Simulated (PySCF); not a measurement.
FeH₁₂O₆, SMILES [OH2]->[Fe+3](<-[OH2])(<-[OH2])(<-[OH2])(<-[OH2])<-[OH2] (connectivity only; charge and spin as stated), charge +3, multiplicity 6.

Geometry: r2SCAN-D4/def2-SVP. The multiplicity is an assumed one; no other spin state was optimised. The isomer is the one that the SMILES or the coordinates give; other isomers of the formula were not compared.

All values below come from PBE/def2-SVP (PySCF).

Gas-phase values at a fixed geometry.

Computed frontier levels, dipole moment and polarisability:
```yaml
"α spin, highest occupied and lowest empty level": -21.43 and -13.48 eV
"β spin, highest occupied and lowest empty level": -21.64 and -19.45 eV
dipole_moment_about_the_centre_of_nuclear_charge: 0.00 D
mean_static_polarisability: 67.3 bohr³ (9.98 Å³)
polarisability_principal_values: 67.3, 67.3, 67.3 bohr³
"⟨S²⟩": 8.752 (pure state 8.75)
```
